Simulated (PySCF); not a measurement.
Vertical excitations of a molecule C3H9BO2 from TDA-CAM-B3LYP/def2-SVPD run with PySCF 2.14.0, as energy in eV (oscillator strength): 6.75 (0.001), 6.81 (0.000), 7.46 (0.013), 7.48 (0.055), 7.82 (0.019), 8.02 (0.004), 8.38 (0.007), 8.47 (0.000), 8.68 (0.014), 8.69 (0.042). Lowest triplet (TDA): 6.29 eV. Geometry: B3LYP-D3(BJ)/def2-SVP. Other conformers were not sampled.

Problem. Pick the molecule that these values belong to.
(A) CCOB(C)O
(B) CC(C)OBO
(C) COB(C)CO
(D) CB(O)[C@@H](C)O

Solution. C, COB(C)CO
